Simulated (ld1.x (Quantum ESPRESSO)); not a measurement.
# cadmium (Cd) TM: all-electron and pseudo phase curves

cadmium, norm-conserving Troullier–Martins (Kleinman–Bylander form), made with ld1.x (Quantum ESPRESSO) 7.5 (PBE, scalar-relativistic). Core [Ar] 3d10 4s2, reference 4p6 4d10 5s2 5p0. Waves: 4p (bound): rc 0.85 bohr; 4d (bound): rc 1.60 bohr; 5s (bound): rc 1.80 bohr. Local part: the s channel. Core correction: a·sin(br)/r model core inside 0.45 bohr.

The phase is arctan(r·u′/u) with u = r·R(r), unwrapped; energies in Ry, scanned from -7 to 5 Ry. A pole is an energy at which the radial function vanishes at the test radius. The pseudo phase is shifted by a multiple of π to meet the all-electron one at the reference energy, and phase errors are pseudo minus all-electron; the curves can meet again beyond the range given. Levels narrower than the energy grid can be missing from the lists of poles.

Problem. For each channel, where are the poles, and over which energies does the pseudopotential scatter like the atom?

Solution.

```csv
channel,radius (bohr),reference energy (Ry),"poles, all-electron","poles, pseudo",unbroken range about the reference energy with phases within 0.05 rad,phase error 1 Ry above the reference energy (rad)
s,1.96,-0.42,none,3.04,below 0.5,-0.060
p,1.96,-4.92,-4.71,-4.70,-5.1 to -1.7,+0.014
d,1.96,-0.86,-0.12,-0.06,below 1.4,+0.020
```

Phases in the s channel:

| E (Ry) | all-electron | pseudo |
| --- | --- | --- |
| -7.00 | 1.404 | 1.355 |
| -6.48 | 1.378 | 1.345 |
| -5.96 | 1.359 | 1.333 |
| -5.44 | 1.342 | 1.320 |
| -4.92 | 1.324 | 1.304 |
| -4.40 | 1.303 | 1.286 |
| -3.88 | 1.279 | 1.263 |
| -3.36 | 1.250 | 1.235 |
| -2.84 | 1.213 | 1.199 |
| -2.32 | 1.164 | 1.152 |
| -1.80 | 1.095 | 1.085 |
| -1.28 | 0.991 | 0.985 |
| -0.76 | 0.822 | 0.820 |
| -0.24 | 0.521 | 0.520 |
| 0.28 | 0.008 | -0.020 |
| 0.80 | -0.572 | -0.651 |
| 1.32 | -0.954 | -1.058 |
| 1.84 | -1.166 | -1.283 |
| 2.36 | -1.292 | -1.426 |
| 2.88 | -1.374 | -1.538 |
| 3.40 | -1.432 | -1.651 |
| 3.92 | -1.475 | -1.812 |
| 4.44 | -1.509 | -2.199 |
| 4.96 | -1.538 | -3.461 |
